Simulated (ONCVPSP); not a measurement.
# An all-electron radial function and its pseudo partner (Ti (Z = 22))

Columns: radius, all-electron u(r) and pseudo u(r) of the 3d shell (level -19.68 eV) of titanium in the configuration [Ne] 3s2 3p6 3d2; PBE, scalar-relativistic, ONCV scheme, ONCVPSP 4.0.1.

```
r (bohr)  all-electron  pseudo
   0.098        0.0317  0.0037
   0.195        0.1418  0.0277
   0.292        0.2895  0.0860
   0.390        0.4373  0.1848
   0.488        0.5637  0.3181
   0.585        0.6617  0.4700
   0.682        0.7329  0.6221
   0.780        0.7791  0.7550
   0.878        0.8034  0.8514
   0.975        0.8103  0.9039
   1.072        0.8042  0.9156
   1.170        0.7884  0.8932
   1.268        0.7656  0.8473
   1.365        0.7384  0.7908
   1.463        0.7078  0.7342
   1.560        0.6756  0.6854
   1.658        0.6421  0.6444
   1.755        0.6087  0.6089
   1.852        0.5755  0.5754
   1.950        0.5425  0.5425
   2.047        0.5107  0.5107
   2.145        0.4797  0.4796
   2.242        0.4500  0.4500
   2.340        0.4213  0.4213
   2.438        0.3939  0.3939
   2.535        0.3680  0.3680
```

Task: How many radial nodes do the two functions have?

Result: The all-electron 3d function has n − l − 1 = 0; the pseudo-wave has 0.

Task: At about which radius was the pseudo-wave matched?

Result: 1.95 bohr. The columns agree to 0.0005 from 1.75 bohr on; several derivatives are matched, so the curves merge somewhat inside the radius.

Task: Is the pseudo-wave norm-conserving?

Result: Yes: the ONCV scheme keeps the norm inside the radius equal to the all-electron one, which fixes the energy derivative of the logarithmic derivative at the level.
